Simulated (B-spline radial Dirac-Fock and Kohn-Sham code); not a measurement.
# Dipole and non-dipole photoemission parameters of Sc⁺ 3p1/2

System: Sc⁺ in the configuration [Ar] 3d1 4s1; threshold 46.56 eV (orbital energy of the model). The computed values come from a radial B-spline solver: Dirac-Hartree-Slater photoionisation with a Latter tail; cross sections with all multipoles, angular parameters from the dipole term and its interference with E2.

Input file task.json (cfg lists n, l and occupation; rrms is the nuclear radius in fm):

```json
{"items": [{
  "Z": 21,
  "q": 1,
  "cfg": [[1, 0, 2], [2, 0, 2], [2, 1, 6], [3, 0, 2], [3, 1, 6], [3, 2, 1], [4, 0, 1]],
  "A": 45,
  "rrms": 3.5459,
  "do": "xps",
  "hv": [56.6, 63.3, 80, 95.6, 95.7, 151.0, 281.0, 300, 322.0, 327.0, 600, 633.0, 800, 930.0, 1000, 1190.0, 1253.6, 1830.0, 2000, 2420.0, 3030.0, 3930.0, 5180.0, 5260.0, 7270.0, 7390.0, 7800.0, 11200.0, 15000]
}]}
```

Run with: `python xray2_run.py task.json out`

For linearly polarised light dσ/dΩ = σ/(4π) [1 + β P₂(cos θ) + (δ + γ cos²θ) sin θ cos φ], with θ from the polarisation vector and φ the angle between the beam and the projection of the electron momentum on the plane normal to the polarisation.

```tsv
hν (eV)	σ (kb)	β	γ	δ
56.6	297	-0.381	-0.111	0.051
63.3	310	-0.420	0.020	0.039
80	398	0.411	0.140	0.009
95.6	431	0.873	0.111	-0.001
95.7	431	0.875	0.110	-0.001
151	341	1.412	0.003	-0.002
281	144	1.617	-0.004	0.003
300	128	1.623	0.005	0.003
322	112	1.627	0.015	0.004
327	109	1.628	0.018	0.004
600	?	?	?	?
633	26.8	1.572	0.187	0.010
800	15.3	1.521	0.270	0.014
930	10.5	1.482	0.327	0.018
1000	8.70	1.461	0.356	0.019
1190	5.52	1.407	0.426	0.025
1253.6	4.80	1.390	0.447	0.026
1830	1.68	1.252	0.608	0.043
2000	1.30	1.217	0.646	0.048
2420	0.739	1.138	0.730	0.060
3030	0.372	1.040	0.827	0.079
3930	0.163	0.923	0.930	0.106
5180	0.0663	0.799	1.033	0.142
5260	0.0630	0.793	1.038	0.144
7270	0.0212	0.655	1.152	0.196
7390	0.0200	0.649	1.158	0.199
7800	0.0166	0.627	1.178	0.209
11200	0.00467	0.489	1.308	0.284
15000	0.00163	0.391	1.409	0.356
```

Problem. Give the values at 600 eV.

Solution. σ = 30.4 kb, β = 1.581, γ = 0.170, δ = 0.010.
